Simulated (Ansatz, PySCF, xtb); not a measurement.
Reaction R1 + R2 → P1 + P2, each structure at its B3LYP-D3(BJ)/def2-TZVP stationary point, reached from a drawn start (curvature not checked).
R1: SiF4 (SMILES F[Si](F)(F)F), charge 0, multiplicity 1.
P1: F3HOSi (SMILES O[Si](F)(F)F), charge 0, multiplicity 1.
P2: HF (SMILES F), charge 0, multiplicity 1.
R2, H2O (SMILES O) (charge 0, multiplicity 1):
```xyz
3

O      0.000     0.000     0.390
H      0.000     0.765    -0.195
H      0.000    -0.765    -0.195
```

P less R. No zero-point or thermal terms. One arrangement of each flexible species, with no search for the lowest.

Correlated levels freeze the cores.

The values were computed with Ansatz (Gaussian basis) for Hartree–Fock, density functionals and correlated methods; PySCF for the D3/D4 terms; xtb for the GFN methods. All values are computed, each at the level named.

| level | reaction energy (meV) |
|---|---|
| GFN2-xTB | 321.3 |
| SVWN5/def2-TZVPP | 272.9 |
| PBE-D4/def2-TZVPP | 311.9 |
| revPBE/def2-TZVPP | 345.9 |
| r2SCAN-D4/def2-TZVPP | 344.5 |
| B3LYP-D4/def2-TZVPP | 325.0 |
| PBE0-D3(BJ)/def2-TZVPP | 304.0 |
| CAM-B3LYP/def2-TZVPP | 341.1 |
| CCSD/cc-pV(D+d)Z | [?] |

Problem. What belongs in the gaps?

Solution. 
- CCSD/cc-pV(D+d)Z, reaction energy (meV): 226.5

Ansatz is a program for electronic structure.
